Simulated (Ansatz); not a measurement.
System: Si4H10, net charge 0, singlet state. SMILES: [SiH2]([SiH2][SiH3])[SiH3]
Coordinates optimised at B3LYP-D3(BJ)/def2-TZVP (Ansatz, a first-principles code):
```xyz
14

Si    -2.0827     1.1669    -0.0865
Si    -1.1797    -0.9544     0.3378
Si     1.1144    -0.7544     0.7783
Si     2.1440     0.4349    -0.9597
H     -1.7993     2.0732     1.0531
H     -1.4564     1.7351    -1.3047
H     -3.5503     1.1029    -0.2906
H     -1.3719    -1.8141    -0.8587
H     -1.8829    -1.5895     1.4821
H      1.7421    -2.0931     0.9232
H      1.3020    -0.0145     2.0531
H      1.5919     1.8104    -1.0110
H      1.8698    -0.2293    -2.2574
H      3.6123     0.5174    -0.7677
```

Computed values are from Ansatz. Cores are frozen in the correlated levels unless marked. Open shells are spin-unrestricted. No spin-orbit coupling. No relativistic terms. CBS(X,Y): correlation extrapolated as X^-3; Hartree-Fock from the larger set. The bracket is a focal-point correction in the basis named.

atomisation energy De: 963.6 kcal/mol at CCSD(T)/CBS(cc-pV(T+d)Z,cc-pV(Q+d)Z)
vertical ionisation energy (to the doublet): 9.88 eV at RI-MP2/CBS(aug-cc-pV(T+d)Z,aug-cc-pV(Q+d)Z)+[CCSD(T)-MP2]/aug-cc-pV(T+d)Z
total energy: -1162.2933 Eh at CCSD(T)/CBS(cc-pV(T+d)Z,cc-pV(Q+d)Z)
dipole moment: 0.14 D at CCSD(T)/aug-cc-pV(D+d)Z
T1 diagnostic: 0.014 at CCSD/cc-pV(Q+d)Z
